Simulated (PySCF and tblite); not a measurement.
The numbers below are computed, except where a source is named.
Molecule: C6H13N, numbered as in [CH3:1][N:2]1[CH2:3][C:4]([CH3:5])([CH3:6])[CH2:7]1.

The mean out-of-plane torsion at N2 (0° is planar) is held and the rest relaxed at GFN2-xTB. Energies: PBE0/pcSseg-1 + D3(BJ). Programs: tblite and PySCF.

**Question.** Give the DFT energy and dipole along the out-of-plane angle.

**Answer.** 
```json
{"out-of-plane angle °": "-42", "E kcal/mol": "6.16", "dipole D": "1.28"}
{"out-of-plane angle °": "-36", "E kcal/mol": "3.21", "dipole D": "0.99"}
{"out-of-plane angle °": "-26", "E kcal/mol": "3.62", "dipole D": "0.72"}
{"out-of-plane angle °": "-14", "E kcal/mol": "5.45", "dipole D": "0.42"}
{"out-of-plane angle °": "0", "E kcal/mol": "5.88", "dipole D": "0.21"}
{"out-of-plane angle °": "14", "E kcal/mol": "4.15", "dipole D": "0.26"}
{"out-of-plane angle °": "27", "E kcal/mol": "1.10", "dipole D": "0.55"}
{"out-of-plane angle °": "36", "E kcal/mol": "0.00", "dipole D": "0.88"}
{"out-of-plane angle °": "43", "E kcal/mol": "2.36", "dipole D": "1.19"}
```

**Question.** Where is the lowest sampled point, and what does the planar form cost?

**Answer.** At 36°; the point at 0° lies 5.88 kcal/mol above it.
